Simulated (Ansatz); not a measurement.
Species: H$_{2}$GeO, charge 0, singlet. H2GeO (SMILES [GeH][OH]).
B3LYP-D3(BJ)/def2-TZVP minimum from Ansatz (a program for electronic structure):
```xyz
4

Ge    -0.2357    -0.1982     0.2492
H     -1.4067    -0.0497    -0.8648
O      1.0260     0.6744    -0.6940
H      0.7418     0.9956    -1.5564
```

Total energies in hartree (Ansatz). UHF or UKS for unpaired electrons; spin-orbit terms are left out. Correlated methods leave the cores frozen (noble-gas shells, and filled d and f shells in the p block). No relativity. For partners of very few electrons the exact lower level stands in for a higher one.

```tsv
species	HF/cc-pVTZ	CCSD(T)/cc-pVTZ	HF/cc-pVQZ	CCSD(T)/cc-pVQZ	CCSDT(Q)/cc-pVQZ
1: H2GeO (SMILES [OH][GeH])	-2151.45791	-2151.83451	-2151.46845	-2151.86936	-2151.87061
2: Ge (triplet)	-2075.36107	-2075.42794	-2075.36359	-2075.43284	-2075.43338
3: H (doublet)	-0.49981	-0.49981	-0.49995	-0.49995	-0.49995
4: O (triplet)	-74.81176	-74.97396	-74.81729	-74.99357	-74.99396
```

Work out the atomisation energy (electronic, to ground-state atoms) in kcal/mol: take Hartree-Fock from cc-pVQZ, extrapolate the CCSD(T) correlation energy as X^-3 (X = 3, 4), and add CCSDT(Q) - CCSD(T) in cc-pVQZ. 1 hartree = 627.51 kcal/mol.


Species 1: correlation (64·(-0.40091) - 27·(-0.37660))/37 = -0.41865; step -0.00125; E1 = -2151.46845 + (-0.41865) + (-0.00125) = -2151.88835
Species 2: correlation (64·(-0.06925) - 27·(-0.06687))/37 = -0.07099; step -0.00054; E2 = -2075.36359 + (-0.07099) + (-0.00054) = -2075.43512
Species 3: correlation (64·(0.00000) - 27·(0.00000))/37 = 0.00000; step +0.00000; E3 = -0.49995 + (0.00000) + (+0.00000) = -0.49995
Species 4: correlation (64·(-0.17628) - 27·(-0.16220))/37 = -0.18655; step -0.00039; E4 = -74.81729 + (-0.18655) + (-0.00039) = -75.00423
-1·E1 +1·E2 +2·E3 +1·E4 = 0.44910 hartree = 281.8 kcal/mol.
